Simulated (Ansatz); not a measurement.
`[CH3][Al]([CH3])[SnH3]` + `B[SiH2]O` → `B[SiH2]OC` + `[CH3][AlH][SnH3]`  (substitution at a C–Al bond)

Calculated with Ansatz (gas phase, PBE0-D4/def2-TZVP geometries, no zero-point term in ΔE). CCSD(T)/CBS adds triple-zeta CCSD(T) − MP2 to the extrapolated MP2 energy (def2 sets, frozen cores). DFT in def2-TZVPP. B3LYP here is the variant with VWN-RPA as its local correlation; programs differ in this. Elements past krypton have def2 core potentials. For Sn outer-core shells are correlated without core-valence functions, which leaves a few kJ/mol of doubt a bond. One conformer a species, not always the lowest.

```csv
level,ΔE (kJ/mol),difference from CCSD(T)/CBS
r2SCAN-D4,98.9,-0.3
PBE0-D4,96.3,-2.9
ωB97X-V,88.9,-10.3
B3LYP,90.2,-9.0
HF/def2-TZVPP,76.4,-22.8
SCS-MP2/def2-TZVPP,93.4,-5.8
CCSD(T)/def2-TZVPP,94.9,-4.3
SCS-MP2/def2-QZVPP,96.1,-3.1
MP2/CBS(def2),106.9,7.7
CCSD/CBS(def2),97.4,-1.8
CCSD(T)/CBS,99.2,0
```

Largest T1 diagnostic among the species: 0.013.

In def2-TZVPP, CCSD(T) changes the Hartree–Fock value by +18.4 kJ/mol (the triples alone add +1.8 kJ/mol) and MP2 by +26.1 kJ/mol.
